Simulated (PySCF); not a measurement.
Identify the unknown among the candidates.

All candidates are C8H9B.

- NMR, other nuclei: isotropic shieldings of nuclei other than C and H, by class: 55 (1 B) ppm [GIAO PBE0/pcSseg-1]
- Triplet: lowest triplet excitation (Tamm–Dancoff): 2.45 eV [TDA CAM-B3LYP/def2-SVPD]
- Polarisability: 120.8 au [CAM-B3LYP/def2-SVPD]
- Dipole: 2.29 D [CAM-B3LYP/def2-SVPD]
- UV, first state: lowest singlet excitation: 4.24 eV (292 nm, f = 0.348) [TDDFT CAM-B3LYP/def2-SVPD]
- 1H NMR: chemical shifts (computed TMS as zero) by class: 8.64 (1 H), 8.49 (1 H), 8.37 (1 H), 8.07 (1 H), 7.21 (1 H), 6.70 (1 H), 6.39 (1 H), 6.38 (1 H), 5.77 (1 H) ppm [GIAO PBE0/pcSseg-1]
- 13C NMR: chemical shifts (computed TMS as zero) by class: 162.8 (1 C), 160.8 (1 C), 154.8 (1 C), 149.6 (1 C), 149.2 (1 C), 148.9 (1 C), 145.2 (1 C), 123.2 (1 C) ppm [GIAO PBE0/pcSseg-1]
- Valence photoelectron: vertical ionisation energy: 8.43 eV [ΔSCF CAM-B3LYP/def2-SVPD]
- Rotational structure: rotational constants A, B, C: 3.406, 1.201, 0.889 GHz [PBE0-D3(BJ)/def2-SVP]

The electronic properties come from PySCF, for the isolated species, density fitting. Levels stand in brackets. Geometry: PBE0-D3(BJ)/def2-SVP, one conformer, isolated molecule. NMR values are class means; diastereotopic atoms form classes of their own.

**Question.** Which candidate is it?
A. `C=CB1C=CC=CC=C1`
B. `C#C/C=C\C#CB(C)C`
C. `BC1=C[C@@H]2[C@@H]3C=C[C@H]1[C@H]23`
D. `C=CC1=CC=CBC=C1`
E. `BCC1c2ccccc21`

**Answer.** D. It is `C=CC1=CC=CBC=C1`. Numbering: `[CH2:1]=[CH:2][C:3]1=[CH:4][CH:5]=[CH:6][BH:7][CH:8]=[CH:9]1`. 8 carbons fall into 8 classes; from least to most shielded: unsaturated ring CH carbon [C6] (162.8 ppm), unsaturated ring CH carbon [C8] (160.8 ppm), unsaturated ring CH carbon [C5] (154.8 ppm), alkene CH carbon [C2] (149.6 ppm), unsaturated ring carbon [C3] (149.2 ppm), unsaturated ring CH carbon [C9] (148.9 ppm), unsaturated ring CH carbon [C4] (145.2 ppm), terminal =CH2 carbon [C1] (123.2 ppm). Hydrogen classes from least to most shielded: 1 H on an unsaturated ring CH carbon, C9 (8.64 ppm), 1 H on an unsaturated ring CH carbon, C8 (8.49 ppm), 1 H on an unsaturated ring CH carbon, C6 (8.37 ppm), 1 H on an unsaturated ring CH carbon, C5 (8.07 ppm), 1 H on an unsaturated ring CH carbon, C4 (7.21 ppm), 1 H on an alkene CH carbon, C2 (6.70 ppm), 1 H on a terminal =CH2 carbon, C1 (6.39 ppm), 1 H on a ring boron, B7 (6.38 ppm), 1 H on a terminal =CH2 carbon, C1 (5.77 ppm). The other shieldings belong to: 55 ppm, ring boron [B7]. S1 is mainly HOMO→LUMO (weight 0.73); the largest Löwdin shares of the orbital it empties are 0.16 on an unsaturated ring CH carbon, 0.15 on an unsaturated ring CH carbon, 0.14 on the terminal =CH2 carbon and 0.13 on the unsaturated ring carbon, of the orbital it fills 0.17 on an unsaturated ring CH carbon, 0.14 on the unsaturated ring carbon and 0.12 on each of 2 atoms of one kind (unsaturated ring CH carbon). By its constants the optimised geometry is an asymmetric top.

The others, at the same levels:
- `BCC1c2ccccc21` fails: its computed lowest singlet excitation is 5.21 eV (238 nm, f = 0.065) (against 4.24 eV), vertical ionisation energy is 8.72 eV (against 8.43 eV) and lowest triplet excitation (Tamm–Dancoff) is 4.04 eV (against 2.45 eV).
- `BC1=C[C@@H]2[C@@H]3C=C[C@H]1[C@H]23` fails: its computed lowest singlet excitation is 4.48 eV (277 nm, f = 0.074) (against 4.24 eV), vertical ionisation energy is 8.71 eV (against 8.43 eV) and lowest triplet excitation (Tamm–Dancoff) is 3.08 eV (against 2.45 eV).
- `C#C/C=C\C#CB(C)C` fails: its computed lowest singlet excitation is 3.75 eV (331 nm, f = 0.002) (against 4.24 eV), vertical ionisation energy is 8.74 eV (against 8.43 eV) and rotational constant A is 2.883 GHz (against 3.406 GHz).
- `C=CB1C=CC=CC=C1` fails: it has 5 carbon classes against 8; its computed 13C shifts are 161.0 (2 C), 154.5 (2 C), 154.3 (1 C), 142.8 (2 C), 142.3 (1 C) ppm, 1H shifts are 8.28 (2 H), 8.03 (2 H), 7.36 (2 H), 7.11 (1 H), 6.87 (1 H), 6.43 (1 H) ppm and smallest rotational constant is 0.851 GHz (against 0.889 GHz).

Each candidate is one conformer, not necessarily the lowest. The conformers computed, where there is a choice (atom-mapped SMILES and torsion angles):
- `[CH2:1]=[CH:2][C:3]1=[CH:4][CH:5]=[CH:6][BH:7][CH:8]=[CH:9]1`: C1–C2–C3–C4 -175°
- `[BH2:1][CH2:2][CH:3]1[c:4]2[cH:5][cH:6][cH:7][cH:8][c:9]21`: B1–C2–C3–C4 163°
- `[CH2:1]=[CH:2][B:3]1[CH:4]=[CH:5][CH:6]=[CH:7][CH:8]=[CH:9]1`: C1–C2–B3–C4 11°

The conformers of `BC1=C[C@@H]2[C@@H]3C=C[C@H]1[C@H]23` aren't listed.
